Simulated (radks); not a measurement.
The mean radii <r> (bohr) of the occupied orbitals of an atom or ion are listed with their occupations. All-electron calculation, scalar-relativistic Kohn-Sham, BP86, spin-polarised, spherical densities, point nucleus. Program: a radial shooting solver on a logarithmic mesh with Libxc functionals.

orbital  occ.      <r>
1s up       1  0.01834
1s down     1  0.01834
2s up       1  0.07755
2s down     1  0.07755
2p up       3  0.06943
2p down     3  0.06943
3s up       1   0.2010
3s down     1   0.2010
3p up       3   0.2013
3p down     3   0.2013
3d up       5   0.1824
3d down     5   0.1824
4s up       1   0.4495
4s down     1   0.4495
4p up       3   0.4780
4p down     3   0.4780
4d up       5   0.5114
4d down     5   0.5113
5s up       1    1.062
5s down     1    1.057
5p up       3    1.232
5p down     3    1.222
4f up       7   0.6068
4f down     7   0.6037
5d up       2    1.717
6s up       1    2.524

Name the element and its charge. Open shells, if any, are filled with parallel spins first.

Answer. Z = 74, tungsten, charge +3: W3+ in [Xe] 4f14 5d2 6s1. The 1s radius gives Z: for a bare nucleus <r> = (2 gamma + 1)/(2Z) with gamma = sqrt(1 - (Z/c)^2), 0.01813 bohr for Z = 74, and screening makes it slightly larger (0.01834 here). The occupations add up to 71, and the charge is Z minus that.
